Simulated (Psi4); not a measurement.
C₅H₁₁Al (SMILES C=[CH][Al]([CH3])[CH2]C), singlet, geometry from GFN2-xTB (such geometries of metal compounds can be far from the true shape), atoms displaced at random by about 0.08 Å a coordinate; HF/STO-3G, gradient run with Psi4 1.11.

Input for Psi4:
```
memory 2 GB

molecule {
0 1
  Al   -0.24823418    0.15099669    0.67922416
  C    -0.46843715    0.35161203    2.43406302
  H    -1.02559963   -0.51494184    2.99642447
  H    -1.08227182    1.24662989    2.96288039
  H     0.49943738    0.26138231    2.97132034
  C     1.16040009    1.05791366   -0.43786353
  C     2.24656978    0.06422330   -0.99619959
  H     1.95377436    1.60361816    0.22619863
  H     0.99749192    1.44573036   -1.21120357
  H     1.90966951   -0.92946712   -1.60783349
  H     2.68897982   -0.72267984    0.08797377
  H     3.23432710    0.43443804   -1.46969777
  C    -1.64991160   -0.71416232   -0.46255739
  C    -1.51481117   -0.80066727   -1.86552351
  H    -2.61508685   -1.28394134   -0.12953446
  H    -2.42096101   -1.45246182   -2.43283338
  H    -0.76825542   -0.21067051   -2.37900666
symmetry c1
no_reorient
no_com
}

set basis sto-3g

gradient('scf')
print_variables()
```

The log (banner, timings and long lists left out):

```
gradient() will perform analytic gradient computation.

   => Loading Basis Set <=

    Name: STO-3G
    Role: ORBITAL
    Keyword: BASIS

         ---------------------------------------------------------
                                   SCF
               by Justin Turney, Rob Parrish, Andy Simmonett
                          and Daniel G. A. Smith
                              RHF Reference
         ---------------------------------------------------------

  ==> Geometry <==

    Molecular point group: c1
    Full point group: C1

    Geometry (in Angstrom), charge = 0, multiplicity = 1:

       Center              X                  Y                   Z               Mass
    ------------   -----------------  -----------------  -----------------  -----------------
         AL          -0.248234180000     0.150996690000     0.679224160000    26.981538530000
         C           -0.468437150000     0.351612030000     2.434063020000    12.000000000000
         H           -1.025599630000    -0.514941840000     2.996424470000     1.007825032230
         H           -1.082271820000     1.246629890000     2.962880390000     1.007825032230
         H            0.499437380000     0.261382310000     2.971320340000     1.007825032230
         C            1.160400090000     1.057913660000    -0.437863530000    12.000000000000
         C            2.246569780000     0.064223300000    -0.996199590000    12.000000000000
         H            1.953774360000     1.603618160000     0.226198630000     1.007825032230
         H            0.997491920000     1.445730360000    -1.211203570000     1.007825032230
         H            1.909669510000    -0.929467120000    -1.607833490000     1.007825032230
         H            2.688979820000    -0.722679840000     0.087973770000     1.007825032230
         H            3.234327100000     0.434438040000    -1.469697770000     1.007825032230
         C           -1.649911600000    -0.714162320000    -0.462557390000    12.000000000000
         C           -1.514811170000    -0.800667270000    -1.865523510000    12.000000000000
         H           -2.615086850000    -1.283941340000    -0.129534460000     1.007825032230
         H           -2.420961010000    -1.452461820000    -2.432833380000     1.007825032230
         H           -0.768255420000    -0.210670510000    -2.379006660000     1.007825032230

  Running in c1 symmetry.

  Rotational constants: A =      0.07976  B =      0.07761  C =      0.04268 [cm^-1]
  Rotational constants: A =   2391.28999  B =   2326.63697  C =   1279.57537 [MHz]
  Nuclear repulsion =  260.423275236067298

  Charge       = 0
  Multiplicity = 1
  Electrons    = 54
  Nalpha       = 27
  Nbeta        = 27

  ==> Algorithm <==

  SCF Algorithm Type is DF.
  DIIS enabled.
  MOM disabled.
  Fractional occupation disabled.
  Guess Type is SAD.
  Energy threshold   = 1.00e-08
  Density threshold  = 1.00e-08
  Integral threshold = 1.00e-12

  ==> Primary Basis <==

  Basis Set: STO-3G
    Blend: STO-3G
    Number of shells: 31
    Number of basis functions: 45
    Number of Cartesian functions: 45
    Spherical Harmonics?: true
    Max angular momentum: 1

   => Loading Basis Set <=

    Name: (STO-3G AUX)
    Role: JKFIT
    Keyword: DF_BASIS_SCF

  ==> Integral Setup <==

  SCF_SUBTYPE=INCORE selected. In-core MEM_DF algorithm will be used.
  Using in-core AOs.

  ==> MemDFJK: Density-Fitted J/K Matrices <==

    J tasked:                   Yes
    K tasked:                   Yes
    wK tasked:                   No
    Algorithm:                 Core
    Schwarz Cutoff:           1E-12
    Mask sparsity (%):       2.0741
    Fitting Condition:        1E-10

   => Auxiliary Basis Set <=

  Basis Set: (STO-3G AUX)
    Blend: DEF2-UNIVERSAL-JKFIT
    Number of shells: 229
    Number of basis functions: 701
    Number of Cartesian functions: 820
    Spherical Harmonics?: true
    Max angular momentum: 4

  Minimum eigenvalue in the overlap matrix is 1.7158959824E-01.
  Reciprocal condition number of the overlap matrix is 7.1322134271E-02.
    Using symmetric orthogonalization.

  ==> Pre-Iterations <==

  SCF Guess: Superposition of Atomic Densities via on-the-fly atomic UHF (no occupation information).

   -------------------------
    Irrep   Nso     Nmo
   -------------------------
     A         45      45
   -------------------------
    Total      45      45
   -------------------------

  ==> Iterations <==

                           Total Energy        Delta E     RMS |[F,P]|

   @DF-RHF iter SAD:  -426.19604815521035   -4.26196e+02   0.00000e+00
   @DF-RHF iter   1:  -432.19483684610179   -5.99879e+00   3.61847e-03 DIIS/ADIIS
   @DF-RHF iter   2:  -432.21316733167964   -1.83305e-02   1.30880e-03 DIIS/ADIIS
   @DF-RHF iter   3:  -432.21518185919865   -2.01453e-03   4.01667e-04 DIIS/ADIIS
   @DF-RHF iter   4:  -432.21542659855419   -2.44739e-04   1.31189e-04 DIIS/ADIIS
   @DF-RHF iter   5:  -432.21545159607564   -2.49975e-05   1.99864e-05 DIIS
   @DF-RHF iter   6:  -432.21545274165180   -1.14558e-06   8.68948e-06 DIIS
   @DF-RHF iter   7:  -432.21545305363321   -3.11981e-07   2.94985e-06 DIIS
   @DF-RHF iter   8:  -432.21545309685433   -4.32211e-08   7.93788e-07 DIIS
   @DF-RHF iter   9:  -432.21545309977347   -2.91914e-09   1.76981e-07 DIIS
   @DF-RHF iter  10:  -432.21545309989256   -1.19087e-10   4.91704e-08 DIIS
   @DF-RHF iter  11:  -432.21545309990006   -7.50333e-12   1.46385e-08 DIIS
   @DF-RHF iter  12:  -432.21545309990080   -7.38964e-13   3.97793e-09 DIIS
  Energy and wave function converged.

  ==> Post-Iterations <==

    Orbital Energies [Eh]
    ---------------------

    Doubly Occupied:

[...]
    Virtual:

[...]
    Final Occupation by Irrep:
              A
    DOCC [    27 ]
    NA   [    27 ]
    NB   [    27 ]

  @DF-RHF Final Energy:  -432.21545309990080

   => Energetics <=

    Nuclear Repulsion Energy =            260.4232752360672976
    One-Electron Energy =               -1113.9786942230441582
    Two-Electron Energy =                 421.3399658870760618
    Total Energy =                       -432.2154530999007989

Computation Completed

Properties will be evaluated at   0.000000,   0.000000,   0.000000 [a0]

Properties computed using the SCF density matrix

 Multipole Moments:

 ------------------------------------------------------------------------------------
     Multipole            Electronic (a.u.)      Nuclear  (a.u.)        Total (a.u.)
 ------------------------------------------------------------------------------------

 L = 1.  Multiply by 2.5417464519 to convert [e a0] to [Debye]
 Dipole X            :          2.3516862           -2.2916317            0.0600545
 Dipole Y            :         -2.9754960            3.0124307            0.0369347
 Dipole Z            :         -1.1227885            1.6556200            0.5328315
 Magnitude           :                                                    0.5374757

 ------------------------------------------------------------------------------------

         ------------------------------------------------------------
                                   SCF GRAD
                          Rob Parrish, Justin Turney,
                       Andy Simmonett, and Alex Sokolov
         ------------------------------------------------------------

  ==> Geometry <==

    Molecular point group: c1
    Full point group: C1

    Geometry (in Angstrom), charge = 0, multiplicity = 1:

       Center              X                  Y                   Z               Mass
    ------------   -----------------  -----------------  -----------------  -----------------
         AL          -0.248234180000     0.150996690000     0.679224160000    26.981538530000
         C           -0.468437150000     0.351612030000     2.434063020000    12.000000000000
         H           -1.025599630000    -0.514941840000     2.996424470000     1.007825032230
         H           -1.082271820000     1.246629890000     2.962880390000     1.007825032230
         H            0.499437380000     0.261382310000     2.971320340000     1.007825032230
         C            1.160400090000     1.057913660000    -0.437863530000    12.000000000000
         C            2.246569780000     0.064223300000    -0.996199590000    12.000000000000
         H            1.953774360000     1.603618160000     0.226198630000     1.007825032230
         H            0.997491920000     1.445730360000    -1.211203570000     1.007825032230
         H            1.909669510000    -0.929467120000    -1.607833490000     1.007825032230
         H            2.688979820000    -0.722679840000     0.087973770000     1.007825032230
         H            3.234327100000     0.434438040000    -1.469697770000     1.007825032230
         C           -1.649911600000    -0.714162320000    -0.462557390000    12.000000000000
         C           -1.514811170000    -0.800667270000    -1.865523510000    12.000000000000
         H           -2.615086850000    -1.283941340000    -0.129534460000     1.007825032230
         H           -2.420961010000    -1.452461820000    -2.432833380000     1.007825032230
         H           -0.768255420000    -0.210670510000    -2.379006660000     1.007825032230

  Nuclear repulsion =  260.423275236067298

  ==> Basis Set <==

  Basis Set: STO-3G
    Blend: STO-3G
    Number of shells: 31
    Number of basis functions: 45
    Number of Cartesian functions: 45
    Spherical Harmonics?: true
    Max angular momentum: 1

  ==> DFJKGrad: Density-Fitted SCF Gradients <==

    Gradient:                    1
    J tasked:                  Yes
    K tasked:                  Yes
    wK tasked:                  No
    Integrals threads:           1
    Schwarz Cutoff:          1E-12
    Fitting Condition:       1E-10

   => Auxiliary Basis Set <=

  Basis Set: (STO-3G AUX)
    Blend: DEF2-UNIVERSAL-JKFIT
    Number of shells: 229
    Number of basis functions: 701
    Number of Cartesian functions: 820
    Spherical Harmonics?: true
    Max angular momentum: 4

  -Total Gradient:
     Atom            X                  Y                   Z
    ------   -----------------  -----------------  -----------------
       1        0.019605234720    -0.010413968402     0.128690026716
       2        0.056123412192     0.006283384901    -0.176920579644
       3       -0.023749599030    -0.034273555982     0.047603705972
       4       -0.051466477462     0.046435819321     0.051945549415
       5        0.012554560751    -0.018418792273     0.011143740000
       6       -0.145073040533     0.174272931787    -0.301217476868
       7       -0.058657771378     0.194441533619    -0.080588267287
       8        0.065398600809    -0.002281643264     0.033094521441
       9        0.087579672349    -0.175474406636     0.255513614779
      10       -0.008614636939    -0.082059217273    -0.021599952040
      11        0.032564903144    -0.084911043593     0.097579283097
      12        0.051950551511     0.001099598568    -0.018991694743
      13        0.002407937523     0.024428219063     0.085678587838
      14        0.098949314354     0.038751433547    -0.099544971803
      15       -0.054595500425    -0.028046117018     0.002897073206
      16       -0.083855322680    -0.060794088963    -0.029610010683
      17       -0.001121838907     0.010959912600     0.014326850603

  Variable Map:
  ----------------------------------------------------------------------------
[...]
  Array Variable Map:
  ----------------------------------------------------------------------------
[...]
[...]
```
